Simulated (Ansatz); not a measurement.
Isomers of Li$_{5}$Si (doublet), relaxed with PBE-D4/def2-TZVP; total energies from Ansatz at CAM-B3LYP-D4/def2-TZVP.

| isomer | description | energy (Eh) |
| --- | --- | --- |
| A | point group not assigned; 5 × Li–Si 2.40 to 2.48 Å | -327.02502 |
| B | point group C4v; 5 × Li–Si 2.41 to 2.46 Å; 4 × Li–Li 3.06 to 3.07 Å | -327.02476 |

The isomers come from a short search, and lower ones may exist.

**Question.** Work out the relative energies (1 Eh = 2625.5 kJ/mol) and the Boltzmann populations at 500 K from electronic energies alone (R = 8.314 J/mol/K).

**Answer.** ΔE: A 0.0, B 0.7 kJ/mol. RT = 4.16 kJ/mol. Factors exp(−ΔE/RT): A 1, B 0.845; sum 1.845. Populations: A 54.2 %, B 45.8 %. Zero-point energy, vibrational entropy and symmetry numbers are left out and can shift these; an error of 4 kJ/mol changes a ratio by a factor of 2.6. Over the other density-functional and correlated levels in def2 sets, the gap between A and B ranges from -1 to 1 kJ/mol.
